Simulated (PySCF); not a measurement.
# Calculated NMR parameters of O=[P@@H](C(F)=C(F)F)C1CC1

```
Formula                               : C5H6F3OP
SMILES                                : O=[P@@H](C(F)=C(F)F)C1CC1
InChI                                 : InChI=1S/C5H6F3OP/c6-4(7)5(8)10(9)3-1-2-3/h3,10H,1-2H2
Point group of the computed structure : C1
Carbon signals                        : 5
Proton signals                        : 6
```

Numbering as in the mapped SMILES `[O:1]=[P@@H:2]([C:3]([F:4])=[C:5]([F:6])[F:7])[CH:8]1[CH2:9][CH2:10]1`. Hydrogens are named by the atom that carries them. Ha(C9), Ha(C10) are cis to P2 on the ring; Hb(C9), Hb(C10) are trans to P2 on the ring.

- PBE0/pcSseg-1 with gauge-including orbitals
- geometry from PBE0-D3(BJ)/def2-SVP
- program: PySCF 2.14.0 with density-fitted response routines
- one conformer, no solvent, non-relativistic

Scale: $^{1}$H (σref 31.27), $^{13}$C (σref 184.41) against TMS; $^{19}$F (σref 177.25) vs CFCl3; $^{31}$P (σref 310.13) against H3PO4; $^{17}$O (σref 334.56) against H2O (reference shieldings calculated alike).

| carbon | δC, type | δH (multiplicity) | HMBC from (2–3 bonds) | span of the C tensor (ppm) |
| --- | --- | --- | --- | --- |
| C3 | 129.0, C | – | H(P2), H(C8) | 72 |
| C5 | 169.2, C | – | H(P2) | 121 |
| C8 | 7.9, CH | 0.73 (m) | H(P2), Ha(C9), Ha(C10), Hb(C9), Hb(C10) | 76 |
| C9 | 3.6, CH2 | Hb(C9) 0.89 (m); Ha(C9) 1.22 (m) | H(P2), Ha(C10), H(C8), Hb(C10) | 51 |
| C10 | 2.0, CH2 | Ha(C10) 1.08 (m); Hb(C10) 0.72 (m) | H(P2), Ha(C9), Hb(C9), H(C8) | 53 |

Other nuclei:
| atoms | nucleus | environment | δ (ppm) | σ (ppm) |
| --- | --- | --- | --- | --- |
| H(P2) | $^{1}$H | hydrogen on a phosphorus bonded to 2 C, O | 7.63 | 23.64 |
| F7 | $^{19}$F | vinylic fluorine | -75.2 | 252.5 |
| F6 | $^{19}$F | vinylic fluorine | -105.1 | 282.3 |
| F4 | $^{19}$F | vinylic fluorine | -216.3 | 393.6 |
| P2 | $^{31}$P | phosphorus bonded to 2 C, O, H | -19.0 | 329.1 |
| O1 | $^{17}$O | P=O oxygen | 45.3 | 289.3 |

δC 169.2, 129.0: fully substituted alkene carbon. δC 7.9, 3.6, 2.0: three-membered-ring carbon; carbons of three-membered rings are unusually shielded. δH 7.63: hydrogen on a phosphorus bonded to 2 C, O. δH 1.22, 1.08, 0.89, 0.73, 0.72: hydrogen on a three-membered-ring carbon; cyclopropane-type protons are shielded by the ring.

Splittings by $^{19}$F and $^{31}$P in the carbon and heteronuclear signals aren't shown, as no couplings were computed. Shifts are as computed. Against solution values, carbons near 30 ppm lie about +2 ppm off and those near 130 ppm about +5 ppm. Of 1309 compounds with measured shifts, 239 miss one by over three times the rms of a fit or turn the order of signals round; such compounds aren't used in these exercises. Unscaled 19F shifts against computed CFCl3 carry errors that often reach 10 to 50 ppm. Experimental scales use liquid or dissolved standards, which lie at an offset from isolated H2O (liquid H2O: subtract about 36 ppm) and H3PO4. Multiplicities follow the n + 1 count of equivalent neighbours, as no J values were calculated; m marks all less simple cases, F and P coupling included.
